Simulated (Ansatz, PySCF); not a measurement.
Input for PySCF:
```python
from pyscf import gto, scf, mp

mol = gto.Mole()
mol.atom = '''
    C    -4.32018274    0.10369954   -0.27968204
    O    -3.32739323    0.88011273    0.34633474
    C    -2.03256097    0.72714712   -0.18116636
    C    -1.36618584   -0.60355762    0.21708757
    O    -0.07916902   -0.76777934   -0.32857044
    C     0.92423032    0.03238711    0.25737989
    C     2.27756247   -0.49578610   -0.20804157
    O     3.28593317    0.31629622    0.34300580
    C     4.57752733   -0.08497099   -0.03728386
    H    -5.27128911    0.45139207    0.11948003
    H    -4.20986180   -0.96368918   -0.06140571
    H    -4.30709659    0.24760544   -1.36654269
    H    -2.04487064    0.80671816   -1.27836767
    H    -1.46048727    1.56340887    0.22841288
    H    -1.94417526   -1.44216755   -0.17961612
    H    -1.33928610   -0.67600091    1.31424203
    H     0.86923954   -0.01770022    1.35356851
    H     0.83128529    1.08347749   -0.04514543
    H     2.31600329   -0.47472289   -1.30729183
    H     2.39741675   -1.54037524    0.11607243
    H     4.70502381   -0.03709573   -1.12587243
    H     5.26978660    0.60484485    0.44071062
    H     4.79100102   -1.10824617    0.29583295
'''
mol.basis = 'sto-3g'
mol.verbose = 4
mol.build()

mf = scf.RHF(mol)
mf.kernel()

pt = mp.MP2(mf, frozen=9)
pt.kernel()
print('E(MP2) = %.10f' % pt.e_tot)
```

**Question.** Convert this to an input for Ansatz (a program for electronic structure).

**Answer.** This is not unique; one that fits is 
Ansatz 0.2 input:
```yaml
crystal:
  periodic: [false, false, false]
  atoms:
    - {symbol: C, position_ang: [-4.32018274, 0.10369954, -0.27968204]}
    - {symbol: O, position_ang: [-3.32739323, 0.88011273, 0.34633474]}
    - {symbol: C, position_ang: [-2.03256097, 0.72714712, -0.18116636]}
    - {symbol: C, position_ang: [-1.36618584, -0.60355762, 0.21708757]}
    - {symbol: O, position_ang: [-0.07916902, -0.76777934, -0.32857044]}
    - {symbol: C, position_ang: [0.92423032, 0.03238711, 0.25737989]}
    - {symbol: C, position_ang: [2.27756247, -0.49578610, -0.20804157]}
    - {symbol: O, position_ang: [3.28593317, 0.31629622, 0.34300580]}
    - {symbol: C, position_ang: [4.57752733, -0.08497099, -0.03728386]}
    - {symbol: H, position_ang: [-5.27128911, 0.45139207, 0.11948003]}
    - {symbol: H, position_ang: [-4.20986180, -0.96368918, -0.06140571]}
    - {symbol: H, position_ang: [-4.30709659, 0.24760544, -1.36654269]}
    - {symbol: H, position_ang: [-2.04487064, 0.80671816, -1.27836767]}
    - {symbol: H, position_ang: [-1.46048727, 1.56340887, 0.22841288]}
    - {symbol: H, position_ang: [-1.94417526, -1.44216755, -0.17961612]}
    - {symbol: H, position_ang: [-1.33928610, -0.67600091, 1.31424203]}
    - {symbol: H, position_ang: [0.86923954, -0.01770022, 1.35356851]}
    - {symbol: H, position_ang: [0.83128529, 1.08347749, -0.04514543]}
    - {symbol: H, position_ang: [2.31600329, -0.47472289, -1.30729183]}
    - {symbol: H, position_ang: [2.39741675, -1.54037524, 0.11607243]}
    - {symbol: H, position_ang: [4.70502381, -0.03709573, -1.12587243]}
    - {symbol: H, position_ang: [5.26978660, 0.60484485, 0.44071062]}
    - {symbol: H, position_ang: [4.79100102, -1.10824617, 0.29583295]}
basis:
  gaussian:
    orbitals: STO-3G
magnetization: {spin_polarized: false}
correlation: {method: mp2, electrons: outside_noble_gas}
accuracy: high
```

Both were run: PySCF gave -454.517407 Eh and Ansatz -454.517407 Eh, 0.000 mEh apart.
